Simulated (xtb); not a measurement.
Harmonic IR lines of one isomer of C5H10, unscaled. Method: xtb with GFN2-xTB.

wavenumber (cm⁻¹): 826 (w), 870 (w), 900 (w), 997 (vw), 1071 (w), 1123 (m), 1173 (w), 1346 (w), 1427 (w), 1487 (w), 1503 (vw), 1512 (w), 3008 (vs), 3018 (m), 3025 (vs), 3032 (s), 3046 (w), 3055 (vs), 3085 (m), 3096 (vs)

Problem. Which structure gives these lines?
(A) `CC1CCC1`
(B) `C[C@@H]1C[C@@H]1C`
(C) `CCC1CC1`
(D) `C/C=C/CC`

Solution. B, `C[C@@H]1C[C@@H]1C`
